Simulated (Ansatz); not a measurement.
The cluster CoF₂. Charge 0, multiplicity 2. Geometry relaxed at PBE-D4/def2-TZVP.

| atom | x (Å) | y (Å) | z (Å) |
| --- | --- | --- | --- |
| Co1 | 0.000 | 0.000 | 0.000 |
| F2 | 1.111 | -0.921 | -0.932 |
| F3 | -1.111 | 0.921 | 0.932 |

The charge 0 doublet is spin-contaminated (final ⟨S²⟩ up to 1.75, 0.75 for a pure state). The geometry of the doublet was relaxed on an unsound state (⟨S²⟩ 1.75, where a pure state has 0.75). At PBE0-D4/def2-TZVP a quartet of charge 0 lies 0.93 eV below the doublet, each at its own geometry. The structure comes from a short search, and lower isomers may exist.

Problem. Estimate the harmonic wavenumbers at UKS PBE-D4/def2-TZVP (Ansatz, unscaled). Is this a minimum?

Solution. 161, 161, 597, 763 cm⁻¹. Yes, no mode is imaginary beyond noise. Zero-point energy 10.1 kJ/mol. Hardware: 4 threads of Arm Neoverse V2 on a shared host. Wall time 23 s.
